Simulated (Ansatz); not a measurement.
Program: Ansatz. Geometries: PBE0-D4/def2-TZVP. ΔE: electronic, gas phase. CCSD(T)/CBS adds triple-zeta CCSD(T) − MP2 to the extrapolated MP2 energy (def2 sets, frozen cores). Functionals use def2-TZVPP. B3LYP here is the variant with VWN-RPA as its local correlation; programs differ in this. For Ge outer-core shells are correlated without core-valence functions, which leaves a few kJ/mol of doubt a bond. Scalar relativity is left out up to krypton. One conformer a species, not always the lowest.

Consider the redistribution: `C[SiH2]B(C)C` + `[CH3][GeH]([SiH3])[Cl]` → `CB(C)[SiH2]Cl` + `[CH3][GeH]([CH3])[SiH3]`.

```csv
level,ΔE (eV)
ωB97X-V,-0.07
PBE,-0.07
B3LYP,-0.06
HF/def2-QZVPP,-0.02
```

Task: What does CCSD(T)/CBS give? (Estimate.)

Result: The calculation gave: -0.11 eV. The listed levels differ from it by 0.04, 0.04, 0.05, 0.09 eV.

Largest T1 diagnostic among the species: 0.011.

In def2-TZVPP, CCSD(T) changes the Hartree–Fock value by −0.09 eV (the triples alone add −0.00 eV) and MP2 by −0.11 eV.
